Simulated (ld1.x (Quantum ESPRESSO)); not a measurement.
## Varying the TM potential for caesium (Cs)

Base potential:

* Element: Cs
* Generator: ld1.x (Quantum ESPRESSO) 7.5
* Type: norm-conserving Troullier–Martins (Kleinman–Bylander form)
* Functional: Wu–Cohen
* Relativity: scalar-relativistic
* Frozen core: [Xe]
* Valence charge: 1
* Reference configuration: 5d0 6s1 6p0
* Partial waves: 6p (bound, empty): rc 3.90 bohr; 5d (bound, empty): rc 4.20 bohr; 6s (bound): rc 4.15 bohr
* Local potential: the s channel
* Core correction: Bessel-smoothed model core inside 2.60 bohr

All-electron outer shells of the reference configuration (Wu–Cohen, scalar-relativistic, ld1.x):

```csv
shell,level (eV),outermost node (bohr),outermost maximum (bohr)
5s,-26.82,0.82,1.54
5p,-13.57,0.89,1.79
6s,-2.04,2.11,4.92
6p,-0.71,2.61,6.55
5d,-0.35,1.06,3.30
```

Cutoffs, loose and tight: the cutoffs (Ry, on a coarse ladder) from which the occupation-weighted sum of valence levels, in a spherical-Bessel basis at the reference potential, stays within 10 and 1 mRy of its value at 400 Ry. They do not see the model core or the augmentation charge, which bear on the density cutoff. Test errors are all-electron minus pseudo excitation energies from the reference, over the configurations 5d0 6s0.5 6p0; 5d0 6s0 6p1; 5d1 6s0 6p0; 5d0.5 6s0.5 6p0. A dash means not determined; rows that change the core or the reference have their own tests.

A true bound ghost makes a file unfit for plane-wave use even where its test errors are small: the radial tests pick states by their node count and pass the ghost by.

On the changes marked as counting shells twice: ld1.x takes every shell without a wave as core, so the model core holds the marked electrons as well and exchange and correlation see them twice. This cancels in the reference configuration, but the file is broken for other ones, and its errors say nothing about a proper core correction.

| change | outcome | cutoff, loose | cutoff, tight | bound ghosts | largest test error (meV) |
| --- | --- | --- | --- | --- | --- |
| base | generated | 6 Ry | 6 Ry | p | -10 |
| wave 5d (bound): rc 4.20 bohr becomes 5d (bound): rc 6.42 bohr | generated | 6 Ry | 6 Ry | p | -10 |
| core correction Bessel-smoothed model core inside 2.96 bohr | generated | 6 Ry | 6 Ry | p | -10 |
| wave 6p (bound): rc 3.90 bohr becomes 6p (bound): rc 4.14 bohr | generated | 6 Ry | 6 Ry | p | -11 |
| core [Kr] 4d10, valence charge 9; reference 5s2 5p6 5d0 6s0.5 6p0.5; waves now 5s (bound): rc 2.95 bohr; 5p (bound): rc 3.20 bohr; 5d (bound): rc 3.55 bohr; local potential all-electron potential smoothed inside 2.40 bohr (lloc = -1); core correction a·sin(br)/r model core, default radius (core density twice the valence density) (6p, 6s counted twice) | generated, misses its reference levels by 0.21 eV | 10 Ry | 18 Ry | none | -316 |

(1) What comes out with this change to the base: wave 6s (bound): rc 4.15 bohr becomes 6s (bound): rc 5.66 bohr?

(2) What comes out with this change to the base: all radii but the core radius scaled by about 1.27 (s 5.26, p 4.94, d 5.32 bohr)?

Answers

(1) outcome: generated; cutoff, loose: 6 Ry; cutoff, tight: 6 Ry; bound ghosts: p; largest test error (meV): -19.

(2) outcome: generated; cutoff, loose: 6 Ry; cutoff, tight: 6 Ry; bound ghosts: none; largest test error (meV): -18.
